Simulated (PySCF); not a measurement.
B(Cl)(F)(GeH3), H₃BClFGe, SMILES [B](Cl)([GeH3])F (CAM-B3LYP/def2-SVP optimised geometry):

```
7

B      0.867    -0.356     0.000
Cl     1.775     0.412    -1.291
F      1.561    -0.928     0.958
Ge    -1.206    -0.356     0.000
H     -1.775    -1.089     1.223
H     -1.724     1.089     0.000
H     -1.721    -1.040    -1.275
```

Computed with CAM-B3LYP/def2-TZVP in PySCF.

What are the frontier orbital energies and the dipole moment?

HOMO-2 -11.11 eV, HOMO-1 -11.06 eV, HOMO -9.94 eV, LUMO -0.43 eV, LUMO+1 1.40 eV; dipole moment 0.64 D.

On the same geometry PBE/def2-TZVP in PySCF 2.14.0 gives HOMO-2 -8.39 eV, HOMO-1 -8.25 eV, HOMO -7.32 eV, LUMO -2.52 eV, LUMO+1 -0.16 eV; dipole moment 0.47 D.

Meta-Löwdin charges at CAM-B3LYP/def2-TZVP: B1 0.26, Cl2 -0.07, F3 -0.26, Ge4 0.21, H5 -0.05, H6 -0.04, H7 -0.04.
